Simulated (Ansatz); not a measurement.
A set of 12 reactions (ligand exchange), with CCSD(T)/CBS values in kJ/mol:

```json
{"reaction": "`O[SiH2][GaH][SiH3]` + `N[Si](O)(F)F` → `O[SiH2]N[Si](O)(F)F` + `[SiH3][GaH2]`", "ΔE": "-65.6"}
{"reaction": "`C/N=C\\[SiH2]S` + `C[SeH]` → `C[Se][SiH2]S` + `C=NC`", "ΔE": "-89.1"}
{"reaction": "`C=C([SiH3])[SiH2]O` + CH₃SH → `CS[SiH2]O` + `C=C[SiH3]`", "ΔE": "-60.5"}
{"reaction": "`C=[CH][AlH][NH2]` + `BO` → `B[O][AlH][NH2]` + `C=C`", "ΔE": "-132.9"}
{"reaction": "`O=C[N]([AlH2])[SiH3]` + `C/N=C/[SeH]` → `C/N=C\\[Se][AlH2]` + `O=CN[SiH3]`", "ΔE": "-30.9"}
{"reaction": "`B[SiH](C)B[SiH3]` + `C[SiH2]O` → `C[SiH2]OB[SiH3]` + `B[SiH2]C`", "ΔE": "-141.6"}
{"reaction": "`N[SiH]([SiH3])[SeH]` + `CC(N)O` → `CC(O)N[SiH3]` + `N[SiH2][SeH]`", "ΔE": "-48.7"}
{"reaction": "`C[Si](N)(N)[SiH3]` + `[SiH3]P` → `[SiH3]P[SiH3]` + `C[SiH](N)N`", "ΔE": "-36.5"}
{"reaction": "`FC[SiH2]BS` + NH₃ → `NBS` + `FC[SiH3]`", "ΔE": "-121.4"}
{"reaction": "`FCOC(F)[SiH3]` + `CB(C)O` → `CB(C)O[SiH3]` + `FCOCF`", "ΔE": "-110.6"}
{"reaction": "`N[Si](F)(Cl)Cl` + HI → `F[Si](Cl)(Cl)I` + NH₃", "ΔE": "-4.2"}
{"reaction": "`O[SiH](O)[GeH3]` + CH₃OH → `C[O][GeH3]` + `O[SiH2]O`", "ΔE": "-18.7"}
```

Computed with Ansatz on PBE0-D4/def2-TZVP structures; ΔE is electronic, products minus reactants. CCSD(T)/CBS adds triple-zeta CCSD(T) − MP2 to the extrapolated MP2 energy (def2 sets, frozen cores). This one scheme is used for every species. Double bonds are as drawn, so ΔE can hold a change between cis and trans. Functionals use def2-TZVPP. B3LYP here is the variant with VWN-RPA as its local correlation; programs differ in this. def2 core potentials past Kr. For Ga, Ge, I, Se outer-core shells are correlated without core-valence functions, which leaves a few kJ/mol of doubt a bond. Scalar relativity is left out up to krypton. Each species was taken in one conformer, which may not be the lowest.

(1) Give the mean, mean absolute and largest difference (level minus CCSD(T)/CBS, kJ/mol) for: PBE-D4, B3LYP-D4, PBE, r2SCAN, PBE0, HF/def2-TZVPP, MP2/def2-TZVPP, CCSD/def2-TZVPP, CCSD(T)/def2-TZVPP, HF/def2-QZVPP, MP2/def2-QZVPP, SCS-MP2/def2-QZVPP, HF/CBS(def2), MP2/CBS(def2). (An estimate is asked.)

The largest T1 diagnostic in the set is 0.015, for `O=C[N]([AlH2])[SiH3]` (customary mark 0.02).

CCSD(T)/CBS is a level of theory with its own doubt, and the functionals carry their triple-zeta basis error, so these figures describe this set and don't rank the functionals.

Results:

(1) Ansatz gave: 
```csv
level,mean,mean absolute,largest
PBE-D4,8.2,10.8,17.8
B3LYP-D4,0.4,2.7,-5.6
PBE,7.9,10.2,20.6
r2SCAN,1.4,3.2,4.5
PBE0,4.4,6.0,12.2
HF/def2-TZVPP,-10.1,14.8,-26.0
MP2/def2-TZVPP,-3.9,4.8,-10.6
CCSD/def2-TZVPP,0.1,5.1,13.4
CCSD(T)/def2-TZVPP,1.1,3.5,9.8
HF/def2-QZVPP,-10.6,15.6,-27.1
MP2/def2-QZVPP,-4.8,5.0,-7.8
SCS-MP2/def2-QZVPP,-5.2,6.2,-13.9
HF/CBS(def2),-10.7,15.7,-27.3
MP2/CBS(def2),-5.1,5.1,-9.7
```
